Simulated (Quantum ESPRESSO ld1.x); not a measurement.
Problem. All-electron atom: Mo4+ in [Kr] 4d2 (the NIST ground configuration). Method: scalar-relativistic Kohn-Sham, LDA (Slater exchange, Perdew-Wang correlation), spin-polarised, spherical densities, point nucleus; open shells are filled with parallel spins first; computed with ld1.x of Quantum ESPRESSO 7.5. Some entries of the table are withheld. Estimate them.

| orbital | occ. | eigenvalue (eV) | <r^2> (bohr^2) |
|---|---|---|---|
| 1s down | 1 | -19844.0 | 0.001672 |
| 1s up | 1 | -19844.0 | 0.001672 |
| 2s up | 1 | -2845.87 | 0.02791 |
| 2s down | 1 | -2845.58 | 0.02791 |
| 2p up | 3 | -2551.22 | 0.02195 |
| 2p down | 3 | -2550.99 | 0.02195 |
| 3s up | 1 | -524.310 | 0.2115 |
| 3s down | 1 | -524.098 | 0.2114 |
| 3p up | 3 | -427.787 | 0.2163 |
| 3p down | 3 | -427.556 | 0.2162 |
| 3d up | 5 | -270.305 | 0.2074 |
| 3d down | 5 | -269.993 | 0.2072 |
| 4s up | 1 | -112.018 | 1.337 |
| 4s down | 1 | -110.532 | 1.331 |
| 4p up | 3 | -85.4759 | (1) |
| 4p down | 3 | -83.8936 | (2) |
| 4d up | 2 | -47.2229 | 2.665 |
| 4d down | 0 | -45.5646 | 2.687 |
| 5s up | 0 | (3) | 6.863 |
| 5s down | 0 | (4) | 7.060 |
| 5p up | 0 | -29.9451 | 8.776 |
| 5p down | 0 | -29.0537 | 9.102 |

Solution. 
(1) 4p up <r^2> (bohr^2): 1.623
(2) 4p down <r^2> (bohr^2): 1.617
(3) 5s up eigenvalue (eV): -37.1970
(4) 5s down eigenvalue (eV): -36.0704
